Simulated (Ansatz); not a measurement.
The inner images of a band of BCl2H3O2 (8 atoms, charge 0, multiplicity 1) are given out of order.

Method: Ansatz, RKS PBE0-D4/def2-SVP.

Image 0:

```xyz
8
Properties=species:S:1:pos:R:3
B -0.098 -0.040 0.096
Cl 0.121 -0.808 1.750
O 0.901 -0.188 -0.819
H 1.746 -0.391 -0.407
Cl -1.779 -0.168 -0.601
O -0.093 1.654 0.582
H -0.819 2.056 0.075
H -0.372 1.649 1.511
```

Image 8:

```xyz
8
Properties=species:S:1:pos:R:3
B -0.082 0.482 -0.498
Cl 0.112 0.037 3.106
O 1.146 -0.054 -0.547
H 1.211 -0.822 -1.122
Cl -1.429 -0.157 -1.474
O -0.287 1.542 0.330
H -1.187 1.883 0.295
H 0.122 0.853 2.098
```

Put them in order from the first end to the last, with their energies above the first end.
A.
```xyz
8
Properties=species:S:1:pos:R:3
B 0.011 0.149 0.135
Cl -0.049 -0.490 1.958
O 1.216 0.049 -0.500
H 1.342 -0.802 -0.928
Cl -1.499 -0.330 -0.784
O -0.164 1.699 0.536
H -1.051 1.989 0.263
H -0.200 1.499 1.507
```
B.
```xyz
8
Properties=species:S:1:pos:R:3
B -0.010 0.304 -0.054
Cl -0.074 -0.294 2.158
O 1.227 0.057 -0.517
H 1.322 -0.809 -0.924
Cl -1.484 -0.368 -0.811
O -0.165 1.682 0.487
H -1.053 2.020 0.297
H -0.156 1.173 1.552
```
C.
```xyz
8
Properties=species:S:1:pos:R:3
B -0.037 0.520 -0.393
Cl -0.052 -0.223 2.650
O 1.210 0.062 -0.569
H 1.251 -0.821 -0.948
Cl -1.469 -0.378 -0.954
O -0.194 1.724 0.230
H -1.109 2.023 0.244
H 0.005 0.857 1.927
```
D.
```xyz
8
Properties=species:S:1:pos:R:3
B -0.009 0.108 0.142
Cl 0.028 -0.709 1.806
O 1.149 0.070 -0.594
H 1.492 -0.822 -0.692
Cl -1.607 -0.218 -0.746
O -0.187 1.693 0.529
H -1.090 1.916 0.242
H -0.169 1.726 1.501
```
E.
```xyz
8
Properties=species:S:1:pos:R:3
B -0.060 0.508 -0.458
Cl 0.008 -0.101 2.916
O 1.183 0.018 -0.572
H 1.229 -0.820 -1.042
Cl -1.462 -0.299 -1.205
O -0.237 1.651 0.257
H -1.149 1.958 0.254
H 0.094 0.849 2.037
```
F.
```xyz
8
Properties=species:S:1:pos:R:3
B -0.062 0.045 0.081
Cl 0.087 -0.749 1.739
O 1.002 -0.076 -0.766
H 1.691 -0.649 -0.424
Cl -1.718 -0.159 -0.696
O -0.164 1.694 0.528
H -1.050 1.962 0.229
H -0.179 1.695 1.499
```
G.
```xyz
8
Properties=species:S:1:pos:R:3
B -0.022 0.453 -0.251
Cl -0.071 -0.236 2.345
O 1.226 0.054 -0.524
H 1.294 -0.821 -0.917
Cl -1.480 -0.386 -0.828
O -0.166 1.706 0.334
H -1.073 2.028 0.282
H -0.101 0.966 1.747
```

F (+0.03 eV), D (+0.04 eV), A (+0.13 eV), B (+0.54 eV), G (-0.03 eV), C (-0.33 eV), E (-0.38 eV).

The run took 4.5 min on 2 threads of Arm Neoverse N1 (shared host), peak memory 0.19 GiB.
